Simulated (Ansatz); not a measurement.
FHIn (`[F][InH]`) radical, relaxed with UKS PBE-D4/def2-SVP in the Gaussian-basis code of Ansatz from a rough embedded geometry. The force threshold is 0.03 eV/Å; the program also tests the step.

The species carries charge 0 and has multiplicity 2. In: def2 effective core potential.

Start:

```xyz
3

F     0.650    0.541    1.330
In   -0.479   -0.489    0.068
H    -0.172   -0.052   -1.398
```

Task: How much energy does the relaxation release, and in how many steps? (Estimate.)

Result: Ansatz gave: 36.11 kJ/mol, in 3 steps.

Task: Which bonds change most? (An estimate is asked.)

Result: Ansatz gave: In2–H3 from 1.560 to 1.824 Å; F1–In2 from 1.982 to 2.002 Å.

Task: Give the relaxed structure. (Estimate.)

Result: Ansatz gave: 
```xyz
3

F     0.668    0.550    1.430
In   -0.475   -0.493    0.159
H    -0.192   -0.057   -1.589
```
